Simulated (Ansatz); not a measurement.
Relaxation of the cluster Si₂Sn₅ with RKS PBE-D4/def2-SVP.

```sh
$ ansatz run in.yaml --threads 4 --pin off --events-out ev --progress --plain --max-ram 4787MiB
```

```yaml
crystal:
  periodic: [false, false, false]
  atoms:
    - {symbol: Si, position_ang: [-0.662950, -0.120930, 0.859600]}
    - {symbol: Si, position_ang: [-0.551000, -2.078160, -0.501440]}
    - {symbol: Sn, position_ang: [-2.015540, -0.051330, -1.415470]}
    - {symbol: Sn, position_ang: [-0.799020, 2.320680, -0.122700]}
    - {symbol: Sn, position_ang: [1.066480, 0.181240, -1.390190]}
    - {symbol: Sn, position_ang: [1.440150, 1.344340, 1.469830]}
    - {symbol: Sn, position_ang: [1.521880, -1.595840, 1.100360]}
basis:
  gaussian: {orbitals: def2-SVP}
hamiltonian: {xc: pbe, dispersion: d4}
scf: {lower_state_search: "off"}
output: {orbitals: {seedname: orbitals}}
relax: {f_tol: 0.02, max_steps: 100}
```

Run time 21 s (4 threads of Arm Neoverse V2 on a shared host).

Positions (Å) and forces (eV/Å) at steps 1, 2, 3, 4, 7, 8 of 8:

```xyz
7
step=1 energy=-44905.8211 eV
Si   -0.663   -0.121    0.860   -0.567   -0.202    0.667
Si   -0.551   -2.078   -0.501   -0.123   -0.901   -0.369
Sn   -2.016   -0.051   -1.415   -0.824    0.094   -0.779
Sn   -0.799    2.321   -0.123   -0.309    1.102   -0.205
Sn    1.066    0.181   -1.390    0.182   -0.078   -0.293
Sn    1.440    1.344    1.470    0.796    0.615    0.577
Sn    1.522   -1.596    1.100    0.845   -0.630    0.403
7
step=2 energy=-44905.9001 eV
Si   -0.650   -0.122    0.840   -0.083    0.168    0.214
Si   -0.570   -2.153   -0.520    0.063    0.191    0.028
Sn   -2.163   -0.073   -1.542    0.703    0.159    0.527
Sn   -0.870    2.497   -0.130    0.339   -0.848    0.082
Sn    1.061    0.144   -1.402    0.026    0.107    0.024
Sn    1.550    1.441    1.590   -0.565   -0.450   -0.560
Sn    1.643   -1.734    1.164   -0.482    0.672   -0.315
7
step=3 energy=-44905.9103 eV
Si   -0.775   -0.161    0.991    0.509    0.059   -0.679
Si   -0.638   -2.170   -0.435    0.181    0.132   -0.174
Sn   -1.994   -0.043   -1.503   -0.287   -0.046   -0.185
Sn   -0.816    2.375   -0.130   -0.076    0.299   -0.024
Sn    1.150    0.234   -1.474   -0.697   -0.377    0.750
Sn    1.477    1.374    1.501    0.188    0.184    0.163
Sn    1.595   -1.609    1.049    0.182   -0.250    0.148
7
step=4 energy=-44906.0922 eV
Si   -0.683   -0.135    0.878   -0.136    0.017    0.199
Si   -0.572   -2.145   -0.513    0.004   -0.067   -0.047
Sn   -2.086   -0.044   -1.505    0.066    0.047    0.064
Sn   -0.830    2.423   -0.131    0.057   -0.092    0.008
Sn    1.051    0.155   -1.383    0.113    0.041   -0.135
Sn    1.506    1.404    1.529   -0.064   -0.038   -0.078
Sn    1.613   -1.659    1.125   -0.041    0.093   -0.012
7
step=7 energy=-44906.1004 eV rejected
Si   -0.709   -0.147    0.907    0.006    0.014    0.000
Si   -0.555   -2.141   -0.534   -0.025   -0.066   -0.006
Sn   -2.084   -0.033   -1.490    0.012   -0.003    0.003
Sn   -0.817    2.412   -0.138    0.000    0.017    0.006
Sn    1.055    0.152   -1.390    0.009    0.018   -0.002
Sn    1.503    1.399    1.512    0.004    0.015    0.009
Sn    1.606   -1.643    1.133   -0.006    0.005   -0.010
7
step=8 energy=-44906.1009 eV
Si   -0.707   -0.145    0.905   -0.001   -0.004    0.000
Si   -0.562   -2.149   -0.529    0.001    0.001    0.000
Sn   -2.079   -0.035   -1.492    0.001    0.000    0.001
Sn   -0.817    2.414   -0.135   -0.001    0.002   -0.001
Sn    1.057    0.155   -1.391   -0.001   -0.002    0.001
Sn    1.502    1.402    1.514    0.002    0.000    0.001
Sn    1.606   -1.643    1.128   -0.001    0.001   -0.001
```

In the def2 sets Sn takes a core potential; there is no spin–orbit coupling. The structure comes from a short search, and lower isomers may exist.
